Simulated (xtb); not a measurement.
Au, charge +2, doublet (GFN-xTB shapes and energies of metal compounds can be far from the true ones) (a state made from the parent by changing its charge; the spin is typed, not shown lowest); GFN0-xTB (xtb 6.7.1).

Here is a job for xtb.
```
$ xtb mol.xyz --gfn 0 --chrg 2 --uhf 1 --json

# file mol.xyz
1

Au     0.00000000     0.00000000     0.00000000
```

What the program printed (banner, timings and long lists left out):

```
   ID    Z sym.   atoms
    1   79 Au     1

           -------------------------------------------------
          |                Calculation Setup                |
           -------------------------------------------------

           -------------------------------------------------
          |                 G F N 0 - x T B                 |
           -------------------------------------------------

          ...................................................
          :                      SETUP                      :
          :.................................................:
          :  # basis functions                  10          :
          :  # atomic orbitals                   9          :
          :  # shells                            3          :
          :  # electrons                         9          :
          :  electronic temp.          300.0000000     K    :
          :  accuracy                    1.0000000          :
          :  -> integral cutoff          0.2500000E+02      :
          :  -> integral neglect         0.1000000E-07      :
          ...................................................

         :::::::::::::::::::::::::::::::::::::::::::::::::::::
         ::                     SUMMARY                     ::
         :::::::::::::::::::::::::::::::::::::::::::::::::::::
         :: total energy              -0.677703413639 Eh    ::
         :: gradient norm              0.000000000000 Eh/a0 ::
         :: HOMO-LUMO gap              8.847761200000 eV    ::
         ::.................................................::
         :: H0 energy                 -5.087907083598 Eh    ::
         :: repulsion energy           0.000000000000 Eh    ::
         :: electrostat energy         4.410203669959 Eh    ::
         :: -> Gsolv                   0.000000000000 Eh    ::
         ::    -> Gsasa                0.000000000000 Eh    ::
         ::    -> Gshift               0.000000000000 Eh    ::
         :: dispersion energy          0.000000000000 Eh    ::
         :: short-range corr.          0.000000000000 Eh    ::
         :: add. restraining           0.000000000000 Eh    ::
         :: total charge               2.000000000000 e     ::
         :::::::::::::::::::::::::::::::::::::::::::::::::::::

           -------------------------------------------------
          |                Property Printout                |
           -------------------------------------------------

    * Orbital Energies and Occupations

         #    Occupation            Energy/Eh            Energy/eV
      -------------------------------------------------------------
         1        1.8000           -0.5650589             -15.3760
         2        1.8000           -0.5650589             -15.3760
         3        1.8000           -0.5650589             -15.3760
         4        1.8000           -0.5650589             -15.3760
         5        1.8000           -0.5650589             -15.3760 (HOMO)
         6                         -0.2399097              -6.5283 (LUMO)
         7                         -0.2399097              -6.5283
         8                         -0.2399097              -6.5283
         9                         -0.1436402              -3.9086
      -------------------------------------------------------------
                  HL-Gap            0.3251492 Eh            8.8478 eV
             Fermi-level            0.0000000 Eh            0.0000 eV

     #   Z          covCN         q      C6AA      α(0)
     1  79 Au       0.000     2.000   197.746    28.508

 Mol. C6AA /au·bohr⁶  :        197.745548
 Mol. C8AA /au·bohr⁸  :      19319.021553
 Mol. α(0) /au        :         28.508280

Wiberg/Mayer (AO) data.
largest (>0.10) Wiberg bond orders for each atom

 ---------------------------------------------------------------------------
     #   Z sym  total        # sym  WBO       # sym  WBO       # sym  WBO
 ---------------------------------------------------------------------------
     1  79 Au   0.000
 ---------------------------------------------------------------------------

 dipole moment from electron density (au)
     X       Y       Z
   0.0000   0.0000   0.0000  total (Debye):    0.000

           -------------------------------------------------
          | TOTAL ENERGY               -0.677703413639 Eh   |
          | GRADIENT NORM               0.000000000000 Eh/α |
          | HOMO-LUMO GAP               8.847761200000 eV   |
           -------------------------------------------------

normal termination of xtb
```
